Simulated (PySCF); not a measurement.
# A small calculation by hand: entropy of an ideal gas

WOF3, SMILES [O]=[W+]([F])([F])[F], charge +1, multiplicity 1.

The structure is a stationary point at PBE-D3(BJ)/def2-SVP. The multiplicity is an assumed one; other spin states were not compared. The isomer is the one that the SMILES or the coordinates give; other isomers of the formula were not compared. The def2 effective core potentials stand for the cores of W; spin–orbit coupling is left out.

PBE-D3(BJ)/def2-SVP run with PySCF gives the harmonic wavenumbers 176, 176, 204, 290, 290, 764, 779, 779, 1074 cm⁻¹ and the rotational temperatures 0.1669, 0.1669, 0.1384 K. The molar mass is 256.83 g/mol, the symmetry number 3, the spin multiplicity 1.

### Question
Work out the entropy at 298.15 K and 1 atm in the rigid-rotor, harmonic-oscillator model.

### Answer

Translation (Sackur–Tetrode at 1 atm): S = R[1.5 ln M + 2.5 ln T − 1.16487] = 177.9 J/(mol K).
Rotation: q = (√π/σ) T^1.5/√(θA θB θC) = 49000, S = R[ln q + 3/2] = 102.3 J/(mol K).
Vibration: with u = 1.4388 ν/T, each mode gives R[u/(e^u − 1) − ln(1 − e^−u)]:
| ν (cm⁻¹) | modes | u | S (J/(mol K)) |
|---|---|---|---|
| 176 | 2 | 0.85 | 19.84 |
| 204 | 1 | 0.98 | 8.77 |
| 290 | 2 | 1.40 | 12.33 |
| 764 | 1 | 3.69 | 1.00 |
| 779 | 2 | 3.76 | 1.88 |
| 1074 | 1 | 5.18 | 0.29 |
These are all the modes. Sum 44.1 J/(mol K).
Spin: R ln 1 = 0.0 J/(mol K).
Total 324.3 J/(mol K); the program's own thermochemistry gives 324.3. Translation makes up 55 % and vibration 14 %. Anharmonicity, hindered rotation and orbital degeneracy are left out.
